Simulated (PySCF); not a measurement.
AlCl, singlet, geometry from GFN2-xTB (such geometries of metal compounds can be far from the true shape); WB97X/aug-cc-pVDZ in PySCF.

The PySCF input:
```python
from pyscf import gto, scf, dft

mol = gto.M(
    atom='''
Al   -0.000000   -0.000000   -1.154140
Cl    0.000000    0.000000    0.882577
''',
    basis='aug-cc-pvdz',
    charge=0,
    spin=0,
    verbose=4,
)

mf = dft.RKS(mol)
mf.xc = 'wb97x'
mf.grids.radi_method = dft.radi.gauss_chebyshev
mf.kernel()
mf.analyze()
```

It wrote (shortened):

```
PySCF version 2.14.0

[INPUT] verbose = 4
[INPUT] num. atoms = 2
[INPUT] num. electrons = 30
[INPUT] charge = 0
[INPUT] spin (= nelec alpha-beta = 2S) = 0
[INPUT] symmetry False subgroup None
[INPUT] Mole.unit = angstrom
[INPUT] Symbol           X                Y                Z      unit          X                Y                Z       unit  Magmom
[INPUT]  1 Al     0.000000000000   0.000000000000  -1.154140000000 AA    0.000000000000   0.000000000000  -2.181008509406 Bohr   0.0
[INPUT]  2 Cl     0.000000000000   0.000000000000   0.882577000000 AA    0.000000000000   0.000000000000   1.667828813840 Bohr   0.0

nuclear repulsion = 57.4199378771425
number of shells = 16
number of NR pGTOs = 100
number of NR cGTOs = 54
basis = aug-cc-pvdz
ecp = {}

******** <class 'pyscf.dft.rks.RKS'> ********
method = RKS
initial guess = minao
damping factor = 0
level_shift factor = 0
DIIS = <class 'pyscf.scf.diis.CDIIS'>
diis_start_cycle = 1
diis_space = 8
diis_damp = 0
SCF conv_tol = 1e-09
SCF conv_tol_grad = None
SCF max_cycles = 50
direct_scf = True
direct_scf_tol = 1e-13
XC library pyscf.dft.libxc version 7.1.2
    S. Lehtola, C. Steigemann, M. J. T. Oliveira, and M. A. L. Marques,  SoftwareX 7, 1–5 (2018)
XC functionals = wb97x
    J.-D. Chai and M. Head-Gordon,  J. Chem. Phys. 128, 084106 (2008)
radial grids: Gauss-Chebyshev [JCP 108, 3226 (1998); DOI:10.1063/1.475719) radial grids
becke partition: Becke, JCP 88, 2547 (1988); DOI:10.1063/1.454033
pruning grids: <function nwchem_prune>
grids dens level: 3
symmetrized grids: False
atomic radii adjust function: <function treutler_atomic_radii_adjust>
small_rho_cutoff = 0
Set gradient conv threshold to 3.16228e-05
Initial guess from minao.
tot grids = 36680
init E= -702.684294671405
  HOMO = -0.262626893645846  LUMO = -0.013773115617063  gap/eV = 6.77166
cycle= 1 E= -702.643126375196  delta_E= 0.0412  |g|= 0.26  |ddm|= 0.96
  HOMO = -0.335604461504497  LUMO = -0.00458952538121385  gap/eV = 9.00738
cycle= 2 E= -702.660956928613  delta_E= -0.0178  |g|= 0.185  |ddm|= 0.547
  HOMO = -0.334251938775251  LUMO = 0.00550244358287313  gap/eV = 9.24519
cycle= 3 E= -702.670597506837  delta_E= -0.00964  |g|= 0.011  |ddm|= 0.177
  HOMO = -0.330455869395706  LUMO = 0.00871864160486548  gap/eV = 9.22941
cycle= 4 E= -702.670718963451  delta_E= -0.000121  |g|= 0.00298  |ddm|= 0.0565
  HOMO = -0.330717727984795  LUMO = 0.00836346670293738  gap/eV = 9.22687
cycle= 5 E= -702.670727296718  delta_E= -8.33e-06  |g|= 0.000712  |ddm|= 0.0187
  HOMO = -0.330710971986879  LUMO = 0.00831946843342605  gap/eV = 9.22549
cycle= 6 E= -702.670727758869  delta_E= -4.62e-07  |g|= 0.000231  |ddm|= 0.00448
  HOMO = -0.330750429578066  LUMO = 0.00828013165477317  gap/eV = 9.22549
cycle= 7 E= -702.670727801024  delta_E= -4.22e-08  |g|= 4.3e-05  |ddm|= 0.00113
  HOMO = -0.330743755274092  LUMO = 0.00828172943433448  gap/eV = 9.22535
cycle= 8 E= -702.670727803615  delta_E= -2.59e-09  |g|= 4.94e-06  |ddm|= 0.000279
  HOMO = -0.330743032691582  LUMO = 0.00828189851656639  gap/eV = 9.22534
cycle= 9 E= -702.670727803641  delta_E= -2.59e-11  |g|= 7.97e-07  |ddm|= 2.7e-05
  HOMO = -0.330743227925728  LUMO = 0.00828181469896165  gap/eV = 9.22534
Extra cycle  E= -702.670727803642  delta_E= -1.25e-12  |g|= 2.78e-07  |ddm|= 3.72e-06
converged SCF energy = -702.670727803642
**** SCF Summaries ****
Total Energy =                        -702.670727803641853
Nuclear Repulsion Energy =              57.419937877142488
One-electron Energy =                -1086.929937805213740
Two-electron Energy =                  326.839272124429385
Two-electron Coulomb Energy =          373.730855402380200
DFT Exchange-Correlation Energy =      -46.891583277950794
HOMO-LUMO gap [eV] =                     9.225341305307374
**** MO energy ****
MO #1   energy= -101.498810461747  occ= 2
MO #2   energy= -56.1032947681734  occ= 2
MO #3   energy= -9.54026511959296  occ= 2
MO #4   energy= -7.2963954073771   occ= 2
MO #5   energy= -7.29405898977402  occ= 2
MO #6   energy= -7.29405898977398  occ= 2
MO #7   energy= -4.27665858140657  occ= 2
MO #8   energy= -2.82681704326258  occ= 2
MO #9   energy= -2.82681704326257  occ= 2
MO #10  energy= -2.82335992674624  occ= 2
MO #11  energy= -0.949060814228418 occ= 2
MO #12  energy= -0.529210490428297 occ= 2
MO #13  energy= -0.446653262045272 occ= 2
MO #14  energy= -0.44665326204527  occ= 2
MO #15  energy= -0.330743227925728 occ= 2
MO #16  energy= 0.00828181469896165 occ= 0
MO #17  energy= 0.0082818146989631 occ= 0
MO #18  energy= 0.0425869493039825 occ= 0
MO #19  energy= 0.0582825674751492 occ= 0
MO #20  energy= 0.0593778967919318 occ= 0
MO #21  energy= 0.0593778967919385 occ= 0
MO #22  energy= 0.114717641783453  occ= 0
MO #23  energy= 0.135193418385271  occ= 0
 ** Mulliken pop on meta-lowdin orthogonal AOs  **
 ** Mulliken pop  **
 ** Mulliken atomic charges  **
charge of    0Al =      0.32351
charge of    1Cl =     -0.32351
Dipole moment(X, Y, Z, Debye):  0.00000, -0.00000, -0.86082
```
